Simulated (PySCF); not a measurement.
## Calculated data, BH4O2Si

Computed with PySCF 2.14.0. Calculation on a computer-drawn molecule: the log of a Hartree-Fock and frozen-core CCSD(T) single point meant for a local Hartree-Fock minimum, with one planted fault or none, to be diagnosed. Offsets are logged minus clean, where the clean run is the same molecule without the fault. The reference is restricted for singlets and unrestricted otherwise, and also for a bond in bohr or an excited solution. Adding or removing an electron swaps singlet and doublet. The excited solution moves the top pair (singlet) or top alpha electron (doublet) to the lowest empty orbital. Highest occupied and lowest empty are orbital energies over both spins, largest force is the largest gradient component, triples share is (T) over the correlation energy, the T1 limit is 0.02 restricted and 0.045 unrestricted, electrons count all cores, a negative frequency is imaginary (commonest isotopes), and the dipole is about the centre of nuclear charge.

```yaml
- formula: BH4O2Si
  logged_structure:
    atoms_angstrom:
      - [O, 1.1004, 1.6324, 0.4373]
      - [B, 0.2764, 1.1905, -0.5402]
      - [O, 0.3245, -0.0762, -1.0433]
      - [Si, 1.2009, -1.4733, -1.0451]
      - [H, 1.7145, 0.9921, 0.7654]
      - [H, -0.5303, 1.9583, -0.9728]
      - [H, 2.2257, -1.4356, 0.0334]
      - [H, 0.281, -2.6112, -0.8313]
  given:
    meant_charge: 0
    meant_multiplicity: 2
    meant_basis: "cc-pV(D+d)Z"
    logged_electrons: 40
    logged_basis_functions: 85
    logged_SCF_converged: "yes"
    logged_spin_squared: 0.0
    "logged_highest_occupied [eV]": -0.36074
    "logged_lowest_empty [eV]": 9.1079
    "logged_largest_force [hartree/bohr]": 0.071533
    logged_T1_diagnostic: 0.016226
    logged_D1_diagnostic: 0.064075
    logged_triples_share: 0.024464
    logged_CC_converged: "yes"
    "logged_dipole_magnitude [debye]": 5.4344
    logged_SCF_stable_within_its_kind: "yes"
    "logged_energy_HF [hartree]": -465.76123
    "logged_energy_CCSD(T) [hartree]": -466.37294
    possible_faults: "no fault, one electron removed, one electron added, multiplicity raised by two, geometry at a saddle point, SCF held on an excited solution, minimal basis STO-3G, one bond length entered in bohr, all coordinates scaled"
    drawn_bonds_atom: [1, 2, 3, 1, 2, 4, 4]
    drawn_bonds_other_atom: [2, 3, 4, 5, 6, 7, 8]
    drawn_bonds_order: [1, 1, 1, 1, 1, 1, 1]
  results:
    planted_fault: "one electron added"
    "HF_energy_offset_from_clean_run [kcal/mol]": 13.57
    "CCSD(T)_energy_offset_from_clean_run [kcal/mol]": -6.536
```
